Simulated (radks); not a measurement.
The numbers below are computed, except where a source is named.
Task: The table gives one normalised radial function P(r) = r R(r) (large component) of Ge+ in [Ar] 3d10 4s1 4p1 5p1 (r in bohr). Code: a radial shooting solver on a logarithmic mesh with Libxc functionals. Model: Dirac Kohn-Sham, PBEsol, spin-unpolarised, spherical densities, finite nucleus; open shells fill j = l - 1/2 first; Fermi nuclear charge, rms radius 4.0742 fm.

r	P
0.003302	0.0000
0.003844	0.0000
0.004475	0.0000
0.005168	0.0001
0.006017	0.0001
0.007004	0.0002
0.008089	0.0002
0.009417	0.0004
0.01096	0.0006
0.01266	0.0009
0.01474	0.0013
0.01716	0.0020
0.01982	0.0030
0.02307	0.0045
0.02686	0.0068
0.03102	0.0100
0.03611	0.0149
0.04204	0.0220
0.04855	0.0317
0.05652	0.0461
0.06579	0.0664
0.07599	0.0926
0.08846	0.1299
0.103	0.1793
0.1189	0.2395
0.1385	0.3188
0.1612	0.4150
0.1861	0.5211
0.2167	0.6454
0.2523	0.7762
0.2914	0.8976
0.3392	1.0121
0.3949	1.1000
0.456	1.1479
0.5309	1.1538
0.618	1.1122
0.7138	1.0332
0.8309	0.9168
0.9673	0.7785
1.117	0.6387
1.301	0.4936
1.514	0.3609
1.749	0.2534
2.036	0.1625
2.37	0.0957
2.737	0.0527
3.186	0.0250
3.709	0.0103
4.284	0.0039
4.987	0.0012
5.805	0.0003
6.705	0.0001
7.805	0.0000
9.086	0.0000
10.49	0.0000
12.22	0.0000
14.22	0.0000
16.42	0.0000
19.12	0.0000

Which n and l does it have? It may be an empty orbital.

Result: n = 3, l = 2: the number of nodes gives n - l - 1 = 0, the rise at small r points to l (for j = l - 1/2 the large component starts outside the nucleus as r^gamma with gamma = sqrt(l^2 - (Z/c)^2) = 1.99 and the r^(l+1) term takes over further out; the orbital of l - 1 with the same j starts with the same power, but with a larger coefficient, and does not steepen), and the extent must fit the shell. The curve is that of 3d3/2; the two j differ most near the nucleus, where j = l - 1/2 has the larger amplitude, and in heavy atoms j = l - 1/2 is also the more compact. 3d3/2: eigenvalue -46.008 eV, 0 radial nodes, <r> = 0.727 bohr, 90 % of the charge inside 1.23 bohr.
